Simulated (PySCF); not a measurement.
Electron correlation in Mo (molybdenum, neutral)

[Kr] 4d4 5s2, high-spin 5D determinant (an excited configuration). Calculation: PySCF 2.14, in aug-cc-pVDZ-PP with ECP28MDF (5s5p4d2f, 54 functions); scalar relativity through the core potential. Frozen: 4s2 4p6; 6 electrons correlated.

```csv
level,correlation energy (mhartree)
CCSD,-94.45
(T),-4.41
CCSD(T),-98.86
```

Diagnostics: T1 = 0.029, D1 = 0.0922, largest double amplitude 0.059.

Cost of the coupled-cluster step: of the order of 6 core-seconds, for 6 correlated electrons.

Iterations:

```
CC2 = 0
CCSD nocc = (np.int64(5), np.int64(1)), nmo = (50, 50)
frozen orbitals [[0, 1, 2, 3], [0, 1, 2, 3]]
max_cycle = 100
direct = 0
conv_tol = 1e-08
conv_tol_normt = 1e-06
diis_space = 8
diis_start_cycle = 0
Init t2, MP2 energy = -0.0794474833550597
Init E_corr(UCCSD) = -0.0794474833644436
cycle = 1  E_corr(UCCSD) = -0.088521146067821  dE = -0.0090736627  norm(t1,t2) = 0.0694491
cycle = 2  E_corr(UCCSD) = -0.0913918808107008  dE = -0.00287073474  norm(t1,t2) = 0.032919
cycle = 3  E_corr(UCCSD) = -0.093848212691383  dE = -0.00245633188  norm(t1,t2) = 0.0189295
cycle = 4  E_corr(UCCSD) = -0.0940695421012924  dE = -0.00022132941  norm(t1,t2) = 0.00846126
cycle = 5  E_corr(UCCSD) = -0.0944419931536129  dE = -0.000372451052  norm(t1,t2) = 0.00463881
cycle = 6  E_corr(UCCSD) = -0.0944213744630323  dE = 2.06186906e-05  norm(t1,t2) = 0.00197054
cycle = 7  E_corr(UCCSD) = -0.0944396244517756  dE = -1.82499887e-05  norm(t1,t2) = 0.00107538
cycle = 8  E_corr(UCCSD) = -0.0944588745709614  dE = -1.92501192e-05  norm(t1,t2) = 0.000608788
cycle = 9  E_corr(UCCSD) = -0.0944456940926977  dE = 1.31804783e-05  norm(t1,t2) = 0.000291887
cycle = 10  E_corr(UCCSD) = -0.0944515231276358  dE = -5.82903494e-06  norm(t1,t2) = 0.000156608
cycle = 11  E_corr(UCCSD) = -0.0944515220780404  dE = 1.04959533e-09  norm(t1,t2) = 9.60113e-05
cycle = 12  E_corr(UCCSD) = -0.0944500145669111  dE = 1.50751113e-06  norm(t1,t2) = 5.80674e-05
cycle = 13  E_corr(UCCSD) = -0.0944495493227215  dE = 4.6524419e-07  norm(t1,t2) = 2.89731e-05
cycle = 14  E_corr(UCCSD) = -0.094449708202249  dE = -1.58879528e-07  norm(t1,t2) = 1.8164e-05
cycle = 15  E_corr(UCCSD) = -0.0944498043512112  dE = -9.61489622e-08  norm(t1,t2) = 1.11275e-05
cycle = 16  E_corr(UCCSD) = -0.0944499295289781  dE = -1.25177767e-07  norm(t1,t2) = 5.6234e-06
cycle = 17  E_corr(UCCSD) = -0.0944500076598352  dE = -7.81308572e-08  norm(t1,t2) = 2.28026e-06
cycle = 18  E_corr(UCCSD) = -0.0944500288356211  dE = -2.11757859e-08  norm(t1,t2) = 9.57917e-07
cycle = 19  E_corr(UCCSD) = -0.0944500212882184  dE = 7.54740273e-09  norm(t1,t2) = 5.86288e-07
UCCSD converged
E(UCCSD) = -67.35578518365631  E_corr = -0.0944500212882184
UCCSD(T) correction = -0.00441183687318048
```
